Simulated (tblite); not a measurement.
Run record: tight-binding relaxation, `C[SiH2][SiH]([SiH2]C)[SiH2]C=O`.

Computed with GFN2-xTB geometry optimisation, gas phase (tblite 0.8.0). Start geometry: from a force field or distance geometry. The command runs a driver script over a list of jobs; the input below is this job's line of settings and its coordinates in Å.

Command:
```bash
OMP_NUM_THREADS=1 python probes_run.py task.json out
```

Input:
```
{"job": {"kind": "relax", "xc": "GFN2-xTB", "basis": "xTB"}, "charge": 0, "multiplicity": 1}
C      3.191900    -0.407600     0.356800
Si     1.534200    -1.173400     0.026600
Si    -0.081300    -0.052000     1.169000
Si    -0.338800     2.033800     0.256500
C     -0.755100     2.007600    -1.517400
Si    -2.036500    -1.222600     0.979500
C     -2.335900    -1.748000    -0.778600
O     -1.885600    -1.064700    -1.682100
H      3.428100    -0.403100     1.426700
H      3.975100    -0.954900    -0.150900
H      3.214800     0.628400     0.001400
H      1.545100    -2.592600     0.504200
H      1.261800    -1.185200    -1.410800
H      0.295500     0.069000     2.603900
H     -1.390500     2.770200     1.020300
H      0.932400     2.768600     0.476000
H     -1.753300     1.607800    -1.700000
H     -0.043500     1.408500    -2.105000
H     -0.741200     3.026600    -1.930900
H     -3.159000    -0.409800     1.517300
H     -1.951600    -2.416000     1.865300
H     -2.917000    -2.671300    -0.928700
```

**Question.** Estimate the output.

**Answer.** 
```
step      E/eV     max force
  0    -665.03744    2.176
  1    -665.19390    1.150
  2    -665.24198    1.186
  3    -665.27700    0.498
  4    -665.30858    0.523
  5    -665.33118    0.425
  6    -665.35067    0.434
  7    -665.37166    0.425
  8    -665.39337    0.354
  9    -665.41391    0.316
... (182 lines left out)
192    -665.50109    0.017
193    -665.50115    0.022
194    -665.50121    0.018
195    -665.50125    0.013
196    -665.50129    0.013
197    -665.50133    0.014
198    -665.50136    0.016
199    -665.50139    0.013
200    -665.50142    0.013
201    -665.50144    0.008
```

«max force» is the largest atomic force in eV/Å.

**Question.** From which step on does the largest force stay under 0.1 eV/Å, and how much energy is left to gain from there?

**Answer.** From step 163 (0.073 eV/Å), 2.6 meV above the end.

Main results: energy lowered by 10.7 kcal/mol over 201 steps; largest atomic force 0.008 eV/Å at the end.

Time: 2.1 s. Hardware: one thread of an Arm Neoverse V2, on a shared host.
Labels such as C1 count atoms from 1, the log's own numbers from 0.
